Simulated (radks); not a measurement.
Er VII, 62 electrons, occupied as [Xe] 4f(5/2: 6, 7/2: 2) (not the ground configuration). Method: Dirac Kohn-Sham, relativistic LDA (MacDonald-Vosko exchange, VWN5 correlation), spin-unpolarised, spherical densities, finite nucleus; Fermi nuclear charge, rms radius 5.2516 fm; computed with a radial shooting solver on a logarithmic mesh with Libxc functionals.

Normalised radial functions P(r) = r R(r) (large component), r in bohr:

```
   r/bohr * 4f7/2 (the largest magnitude, 1.23, reaches the edge; | marks zero)
 0.002521 *
 0.002888 *
 0.003336 *
 0.003821 *
 0.004378 *
 0.005016 *
 0.005747 *
 0.006584 *
 0.007543 *
 0.008711 *
 0.009981 *
  0.01143 *
   0.0131 *
  0.01501 *
   0.0172 *
   0.0197 *
  0.02275 *
  0.02607 *
  0.02986 *
  0.03421 *
   0.0392 *
  0.04491 *
  0.05145 |*
  0.05942 |*
  0.06808 | *
  0.07799 |  *
  0.08936 |   *
   0.1024 |    *
   0.1173 |       *
   0.1344 |          *
   0.1552 |              *
   0.1778 |                  *
   0.2037 |                        *
   0.2334 |                              *
   0.2674 |                                    *
   0.3063 |                                           *
   0.3509 |                                                *
   0.4053 |                                                    *
   0.4643 |                                                      *
    0.532 |                                                      *
   0.6095 |                                                   *
   0.6983 |                                               *
      0.8 |                                          *
   0.9166 |                                   *
    1.059 |                            *
    1.213 |                     *
    1.389 |               *
    1.592 |          *
    1.824 |      *
    2.089 |   *
    2.394 | *
    2.765 |*
    3.167 *
    3.629 *
    4.157 *
```

4f7/2: eigenvalue -104.01 eV, 0 radial nodes, <r> = 0.673 bohr, 90 % of the charge inside 1.10 bohr.
